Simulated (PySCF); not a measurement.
ClGeH$_{3}$NSi, BGeH$_{6}$Si (calculated)

Computed with PySCF 2.14.0. Calculation on a computer-drawn molecule: optimised geometry and harmonic frequencies of an isolated molecule of the commonest isotopes, restricted reference for singlets and unrestricted otherwise, frozen core in MP2; on germanium a core potential holds 10 electrons, which the energies leave out, and 3d is frozen in MP2 and coupled-cluster steps.

Common to all runs: charge 1; multiplicity 1; basis cc-pV(D+d)Z; basis and core potential on germanium cc-pVDZ-PP ECP10MDF.

(1) ClGeH$_{3}$NSi

Start structure:
```xyz
7
ClGeH3NSi
Si     0.8965     2.0162    -0.4996
N      0.3659     1.4324     0.8775
Ge    -0.1970     0.8974     2.3697
Cl    -0.5531     2.2666     3.8927
H     -0.0259     2.4230    -1.5565
H      2.3264     2.1493    -0.7663
H     -0.4765    -0.5375     2.7139
```

```
method                                        : MP2
rotational constants                          : 7.812, 1.255, 1.096 GHz
total energy                                  : -1098.2487 hartree
convergence status largest gradient component : 3.893e-05 hartree/bohr
```

Drawn bonds:
```
atom  other atom  order
   1           2      2
   2           3      1
   3           4      1
   1           5      1
   1           6      1
   3           7      1
```

Optimised structure:
```xyz
7
ClGeH3NSi
Si     0.9066     2.0272    -0.5260
N      0.3664     1.4371     0.8764
Ge    -0.2070     0.8964     2.3987
Cl    -0.5611     2.2739     3.9235
H     -0.0358     2.4228    -1.5779
H      2.3467     2.1483    -0.7759
H     -0.4795    -0.5583     2.7125
```

Modes:
```
frequency (cm⁻¹)  reduced mass (dalton)
           64.55                  4.494
           70.55                  10.33
           213.1                  1.098
           240.7                  13.48
           464.1                  18.51
             480                  1.092
           534.1                  18.52
           692.9                  1.201
           705.7                  1.139
           734.3                   1.05
           993.4                  1.063
            1359                     14
            2298                  1.021
            2358                  1.027
            2400                  1.061
```

(2) BGeH$_{6}$Si

Start structure:
```xyz
9
BGeH6Si
Si     0.9960     0.9354     1.5847
B      1.2684    -0.6486     0.3118
Ge     1.7014    -0.1603    -1.5027
H     -0.4457     1.0529     1.7457
H      1.6437     0.6658     2.8849
H      1.5199     2.2332     1.0943
H      1.0806    -1.6680     0.8169
H      3.2295     0.1622    -2.0471
H      0.9163     0.3908    -2.5883
```

```
method                                        : HF
rotational constants                          : 22.04, 1.597, 1.547 GHz
total energy                                  : -610.1732 hartree
convergence status largest gradient component : 1.875e-05 hartree/bohr
```

Drawn bonds:
```
atom  other atom  order
   1           2      1
   2           3      1
   1           4      1
   1           5      1
   1           6      1
   2           7      1
   3           8      1
   3           9      1
```

Optimised structure:
```xyz
9
BGeH6Si
Si     0.9419     1.0260     1.7272
B      1.2035    -0.4570     0.3130
Ge     1.8661    -0.1057    -1.6119
H     -0.4862     0.9618     2.0904
H      1.8356     0.6574     2.8412
H      1.2967     2.3433     1.1637
H      0.9796    -1.6072     0.5438
H      3.3346    -0.0821    -1.9996
H      0.9382     0.2269    -2.7676
```

Modes:
```
frequency (cm⁻¹)  reduced mass (dalton)
           41.32                  1.146
           110.6                  4.493
           214.1                  1.077
           386.8                  1.044
           404.9                  3.134
           502.6                  1.061
             530                  1.109
             670                  3.119
           732.2                  1.487
           761.2                  1.578
           905.2                  1.125
             968                   1.11
           980.1                  1.127
            1005                  1.052
            1022                  1.037
            2296                  1.016
            2314                  1.026
            2339                  1.019
            2349                  1.049
            2357                  1.053
            2765                  1.091
```
